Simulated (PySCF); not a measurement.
Mayer bond orders and bond lengths

C₇H₁₀NPSi.
SMILES with atom numbers: `[SiH3:1][c:2]1[cH:3][n:4][cH:5][p:6][c:7]1[CH:8]1[CH2:9][CH2:10]1` (hydrogens: H11, H12, H13 on Si1; H14 on C3; H15 on C5; H16 on C8; H17, H18 on C9; H19, H20 on C10)

Structure used (PBE0-D3(BJ)/def2-SVP), in Å, numbered top down from 1:
```
atom  x, y, z in Å
Si1    1.3267    1.5392   -0.5285
C2     1.0375   -0.3292   -0.5857
C3     2.1854   -1.1413   -0.6322
N4     2.2360   -2.4670   -0.6817
C5     1.1168   -3.1742   -0.6942
P6    -0.5335   -2.6223   -0.6480
C7    -0.2556   -0.8830   -0.5859
C8    -1.4374    0.0125   -0.5381
C9    -2.6678   -0.2804   -1.3716
C10   -2.7342   -0.4223    0.1054
H11    0.7729    2.1399    0.7239
H12    0.6878    2.2270   -1.6919
H13    2.7998    1.7735   -0.5711
H14    3.1666   -0.6497   -0.6289
H15    1.2531   -4.2650   -0.7371
H16   -1.2020    1.0750   -0.4241
H17   -3.1644    0.5687   -1.8480
H18   -2.6384   -1.1928   -1.9753
H19   -3.2768    0.3277    0.6863
H20   -2.7596   -1.4326    0.5254
```

Bond orders from the PBE0/pcSseg-1 density (PySCF). Geometry: PBE0-D3(BJ)/def2-SVP, one conformer, isolated molecule.

Question: Where do the orders between heavy atoms depart from those drawn in the SMILES?

Answer: The largest departure is 0.248, at P6–C7 (drawn aromatic, 1.252), counting aromatic bonds as 1.5. Drawn single, order below 0.88: Si1–C2 (0.860). The bonds drawn aromatic range from 1.25 to 1.50.

Question: Give the Mayer order of every bond between heavy atoms, beside its length.

Answer: 
| bond | drawn as | length (Å) | Mayer order |
| --- | --- | --- | --- |
| Si1–C2 | single | 1.892 | 0.860 |
| C2–C3 | aromatic | 1.407 | 1.384 |
| C3–N4 | aromatic | 1.328 | 1.501 |
| N4–C5 | aromatic | 1.324 | 1.453 |
| C5–P6 | aromatic | 1.741 | 1.322 |
| P6–C7 | aromatic | 1.762 | 1.252 |
| C7–C8 | single | 1.483 | 1.038 |
| C8–C9 | single | 1.515 | 0.921 |
| C9–C10 | single | 1.485 | 0.971 |
| C7–C2 | aromatic | 1.407 | 1.378 |
| C10–C8 | single | 1.512 | 0.932 |

By pair of heavy elements: C–C: lowest C8–C9 (0.921, 1.515 Å), highest C2–C3 (1.384, 1.407 Å). C–N: lowest N4–C5 (1.453, 1.324 Å), highest C3–N4 (1.501, 1.328 Å); in 1 of the 1 pairs the longer bond (by over 0.003 Å) has the higher order (by 0.02 or more). C–P: lowest P6–C7 (1.252, 1.762 Å), highest C5–P6 (1.322, 1.741 Å).

Question: And the bonds to hydrogen?

Answer: H–Si: 0.94 to 0.95 (3 bonds); C–H: 0.94 to 0.96 (7 bonds).

Question: Sum the orders of all bonds at each heavy atom with more than one neighbour and set the sums beside the valence in the SMILES.

Answer: Si1 3.683 (drawn 4), C2 3.622 (drawn 4), C3 3.847 (drawn 4), N4 2.954 (drawn 3), C5 3.720 (drawn 4), P6 2.574 (drawn 3), C7 3.668 (drawn 4), C8 3.832 (drawn 4), C9 3.788 (drawn 4), C10 3.795 (drawn 4). Orders between atoms that aren't bonded are not in these sums.

The Mayer order sums products of elements of PS (density times overlap matrix) between the two atoms' basis functions, so it depends on the basis set.
